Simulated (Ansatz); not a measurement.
Ansatz (a first-principles code) input file for C3H2F3, SMILES [CH]=CC(F)(F)F, multiplicity 2, PBE/def2-TZVPD. Geometry optimised at PBE0-D3(BJ)/def2-SVP. The isomer is the one that the SMILES or the coordinates give; other isomers of the formula were not compared.

Ansatz 0.2 input:
```yaml
crystal:
  periodic: [false, false, false]
  atoms:
    - {symbol: C, position_ang: [-0.14409462, -2.13828193, 0.00000000]}
    - {symbol: C, position_ang: [0.58323890, -1.04737680, 0.00000001]}
    - {symbol: C, position_ang: [0.00664626, 0.33813081, -0.00000000]}
    - {symbol: F, position_ang: [-1.32214352, 0.33810208, -0.00000001]}
    - {symbol: F, position_ang: [0.41839208, 1.01865828, 1.07488021]}
    - {symbol: F, position_ang: [0.41839211, 1.01865827, -1.07488021]}
    - {symbol: H, position_ang: [0.00965724, -3.21612537, 0.00000001]}
    - {symbol: H, position_ang: [1.68383345, -1.07747483, 0.00000001]}
basis:
  gaussian:
    orbitals: def2-TZVPD
hamiltonian:
  xc: {name: PBE}
magnetization: {spin_polarized: true, initial_magnetization: 1}
```

Log of the run:

```
WARN ansatz: RAYON_NUM_THREADS=2 ignored (pool sized by the plan → 2); use --threads N
Functional definition: PBE
integrals: 0.17 GiB planned
1215 factors; their error is unknown
mean field: 1.59 GiB planned
mean field evaluation 1: about -11277.9677 eV, gradient 4.1e1 eV
mean field evaluation 2: about -11271.4882 eV, gradient 5.6e1 eV
mean field evaluation 4: about -11284.5682 eV, gradient 5.2e0 eV
mean field evaluation 8: about -11284.6991 eV, gradient 1.6e-1 eV
mean field evaluation 16: about -11284.6716 eV, gradient 5.5e-3 eV
mean field -11284.67164581 eV, -414.7040339582 hartree, gradient 2.8e-5 eV, S^2 0.758903; 0 other end points of the search recorded, 0 dependent functions left out
reference -11284.67170171 eV, -414.7040360128 hartree; 24, 23 occupied and 225, 226 virtual orbitals, 1215 factors
Total energy: -11284.67170171 eV, -414.7040360128 hartree
```

Self-consistency was reached.

Cost: around 14 core-seconds (rough).
